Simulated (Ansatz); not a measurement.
A structure relaxed at r2SCAN-D4/def2-TZVP in Ansatz, charge 0, singlet:

| atom | x (Å) | y (Å) | z (Å) |
| --- | --- | --- | --- |
| Ge1 | 1.0075 | 0.6013 | 0.4093 |
| N2 | -0.7164 | 1.1581 | 0.1479 |
| H3 | -0.9916 | 2.1077 | 0.3414 |
| H4 | -1.4867 | 0.5999 | -0.1915 |
| N5 | 0.7621 | -1.1309 | -0.1284 |
| H6 | 1.5249 | -1.7890 | -0.1275 |
| H7 | -0.0998 | -1.5472 | -0.4512 |

Q: Give its formula, name or SMILES and point group.

A: Ge(NH2)2 (GeN2H4). Point group C2v (tolerance 0.1 Å).

Q: Summarise the bond lengths by kind (pairs closer than 1.2 times the sum of covalent radii, bridged metal pairs left out).

A: 2 × Ge–N 1.83 Å; 4 × H–N 1.01 Å.
